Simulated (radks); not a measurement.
Q: Coherent X-ray form factor from a spherical all-electron density. All-electron calculation, scalar-relativistic Kohn-Sham, BLYP, spin-unpolarised, spherical densities, finite nucleus; Fermi nuclear charge, rms radius of each element as measured or else 0.836 A^(1/3) + 0.57 fm. Program: a radial shooting solver on a logarithmic mesh with Libxc functionals.

sin(theta)/lambda (1/angstrom)  f0 (electrons)
0.05                                    22.757
0.1                                     22.060
0.15                                    20.991
0.2                                     19.664
0.25                                    18.196
0.3                                     16.691
0.4                                     13.866
0.5                                     11.543
0.6                                      9.795
0.8                                      7.667
1                                        6.547
1.25                                     5.590
1.5                                      4.719
2                                        3.195

The species is in the configuration that NIST lists as its ground one. Which atom or ion scatters so?

A: The iron ion Fe3+, [Ar] 3d5. Extrapolating in s^2 from the first two rows gives f0(0) = 23.0, near the electron count 23; among species with that count, the fall with angle is slower the higher Z, and the table is that of Z = 26; from so few rows the species is fixed only to a neighbour or two.
